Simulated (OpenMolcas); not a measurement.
Zr3+ (d1) among equal point charges was computed by CASSCF with the d shell active (OpenMolcas, ANO-RCC-VDZP on the metal). Its lowest spin-free states, and all those of the highest spin:

```tsv
2S+1	Degeneracy	E (cm-1)
2	3	0.0
2	2	7887
```

Task: Is the site octahedral, tetrahedral or cube-like, axial, or of lower symmetry?

Result: The states with 2S+1 = 2 have orbital degeneracies 3, 2. Threefold states need a cubic site. For d1 at this spin an octahedron puts the threefold T2 below the twofold E and a tetrahedron or cube puts the twofold E below the threefold T2, so the site is octahedral. The first gap at this spin, 7890 cm-1, is |10Dq| in ligand-field theory. The run had Zr3+ among 6 point charges of -0.85 e arranged as an octahedron (Oh), 2.14 Å from the ion.

An orbital triplet at a regular site is open to Jahn-Teller coupling, which can distort the site and quench the lowest spin-orbit gaps and is left out. This field is weak: 10Dq is about 7887 cm-1, while octahedral complexes of 4d ions of charge 3 and more, computed by the same method with explicit ligands, had a median near 25000 cm-1. Ground spin and moment need not be those of a real site. Point charges carry no covalency, so the field is a model and not that of real ligands. No measured value stands beside these numbers.
